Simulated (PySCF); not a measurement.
# Shapes and spin states of MoS₂⁻

All numbers come from PBE0/[Mo def2-SVPD with ECP28, S def2-SVPD], scalar-relativistic core potentials, density fitting, no spin–orbit coupling, PySCF.

Relaxations began from a few typed shapes and spin states; open shells are unrestricted. The search is not exhaustive: other isomers or separated fragments can lie lower, and high-lying points may rest on an excited occupation.

| spin | group | bonds | angles | imaginary modes (cm⁻¹) | ΔE (kJ/mol) | ΔE with ZPE (kJ/mol) |
| --- | --- | --- | --- | --- | --- | --- |
| quartet | C2v | Mo–S 2.188 Å (×2) | S–Mo–S 141.4° | none | 0.0 | 0.0 |
| quartet | D∞h | Mo–S 2.216 Å (×2) | S–Mo–S 180.0° | 71i, 71i | 9.2 | – |
| broken-symmetry Ms = 1/2 (⟨S²⟩ 1.71) | C2v | Mo–S 2.163 Å (×2) | S–Mo–S 131.0° | none | 63.5 | 63.8 |
| broken-symmetry Ms = 1/2 (⟨S²⟩ 1.76) | C2v | Mo–S 2.170 Å (×2) | S–Mo–S 133.4° | none | 65.5 | 65.7 |
| broken-symmetry Ms = 1/2 (⟨S²⟩ 1.77) | D∞h | Mo–S 2.207 Å (×2) | S–Mo–S 180.0° | 89i, 88i | 85.2 | – |
| broken-symmetry Ms = 1/2 (⟨S²⟩ 1.74) | Cs | Mo–S 2.222 Å, Mo–S 2.486 Å, S–S 2.093 Å | Mo–S–S 57.3°, Mo–S–S 70.3°, S–Mo–S 52.4° | none | 393.8 | 393.6 |

The lowest minimum found is the quartet C2v: Mo–S 2.188 Å (×2); S–Mo–S 141.4°.

Formally Mo is in oxidation state +3, d3, with 3 unpaired electrons (the high-spin count). The Mulliken spin on Mo is 3.62. The polar-tensor charge on Mo, 0.83, is far below the formal one.

For the lowest minimum: other spin states or occupations of the open shell can lie lower. The lowest empty level of this anion is unbound, so it and the gap depend on the basis.

The electron or spin density has lower symmetry than the nuclear frame for the broken-symmetry Ms = 1/2 (⟨S²⟩ 1.77) D∞h at 85.2 kJ/mol.
